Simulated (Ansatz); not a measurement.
Computed with Ansatz on PBE0-D4/def2-TZVP structures; ΔE is electronic, products minus reactants. CCSD(T)/CBS adds triple-zeta CCSD(T) − MP2 to the extrapolated MP2 energy (def2 sets, frozen cores). DFT in def2-TZVPP. For Zn outer-core shells are correlated without core-valence functions, which leaves a few kJ/mol of doubt a bond. Scalar relativity is left out up to krypton. Each species was taken in one conformer, which may not be the lowest.

Consider the isomerisation: `C[CH2][Zn][OH]` → `[CH3][Zn][CH2]O`.

```json
{"level": "B2PLYP", "ΔE (kJ/mol)": "129.3"}
{"level": "PBE", "ΔE (kJ/mol)": "117.8"}
```

Task: What does CCSD(T)/CBS give? (An estimate is asked.)

Result: Ansatz gave: +133.3 kJ/mol. The listed levels differ from it by -4.0, -15.5 kJ/mol.

Largest T1 diagnostic among the species: 0.015.

From PBE to PBE0 (25 % exact exchange), in def2-TZVPP and without D4, ΔE moves by +3.4 kJ/mol.

CCSD(T)/CBS has its own doubt, a few kJ/mol and more with outer-core shells, so smaller differences from it don't rank the levels.
